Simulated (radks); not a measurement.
Values are calculated unless marked as measured or tabulated.
The arsenic anion As3-, [Kr], held by a Watson sphere: a shell of charge +3.48 at radius R that stands for the Madelung well of a crystal (potential energy -3.48/R inside, -3.48/r outside, in hartree with lengths in bohr). Code: a radial shooting solver on a logarithmic mesh with Libxc functionals. Model: scalar-relativistic Kohn-Sham, LDA (Slater exchange, VWN5 correlation), spin-polarised, spherical densities, finite nucleus; Fermi nuclear charge, rms radius of each element as measured or else 0.836 A^(1/3) + 0.57 fm. Response by self-consistent Sternheimer equations with the Hartree and adiabatic LDA kernel, the relativistic mass of each level held fixed and spin-orbit coupling left out. The sphere does not respond.

R (bohr),e(3d) (eV),e(4s) (eV),e(4p) (eV),<r> 4p (bohr),sum of <r^2> (bohr^2),X-ray form factor at sin(theta)/lambda = 0.3 1/angstrom,alpha (bohr^3)
2.32,-43.381,-20.766,-11.618,2.391,58.05,22.439,30.32
2.36,-43.216,-20.570,-11.496,2.408,58.70,22.440,31.22
2.49,-42.739,-19.955,-11.102,2.463,60.82,22.448,34.34
2.5,-42.705,-19.909,-11.072,2.467,60.98,22.449,34.59
3.21,-41.068,-17.171,-9.067,2.761,72.99,22.544,58.28
3.79,-40.239,-15.587,-7.703,2.989,83.25,22.609,88.29
4.56,-39.428,-14.139,-6.285,3.277,97.68,22.645,149.1
4.67,-39.331,-13.979,-6.114,3.317,99.83,22.647,160.1
4.93,-39.119,-13.635,-5.740,3.410,105.0,22.651,189.2
